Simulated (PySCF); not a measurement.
## Finite-field polarisability of Rh (rhodium, neutral)

[Kr] 4d8 5s1, high-spin 4F determinant. Computed with PySCF 2.14 in def2-TZVPPD with the def2 core potential (28 electrons) (6s4p3d2f1g, 56 functions), with a scalar-relativistic core potential. Frozen: 4s2 4p6. Energy changes in a uniform field (μhartree):

| axis | F (au) | HF | MP2 | CCSD | CCSD(T) |
| --- | --- | --- | --- | --- | --- |
| x | 0.0015 | -98.352 | -57.211 | -72.528 | -70.201 |
| x | 0.003 | -392.853 | -229.393 | -289.992 | -280.738 |
| y | 0.0015 | -98.352 | -57.211 | -72.528 | -70.201 |
| y | 0.003 | -392.853 | -229.393 | -289.992 | -280.738 |
| z | 0.0015 | -98.352 | -57.211 | -72.528 | -70.201 |
| z | 0.003 | -392.853 | -229.393 | -289.992 | -280.738 |

Task: Derive α along x at CCSD(T) from the two fields.

Result: With ΔE = −αF²/2 − γF⁴/24, α = −(16 ΔE(F) − ΔE(2F))/(6F²) = 62.41 bohr³.

Task: And the mean polarisability at each level?

Result: HF 87.47, MP2 50.81, CCSD 64.48, CCSD(T) 62.41 bohr³. Reference: 66 ± 10 bohr³ (recommended; Schwerdtfeger and Nagle, table of static dipole polarizabilities (2023 update)).
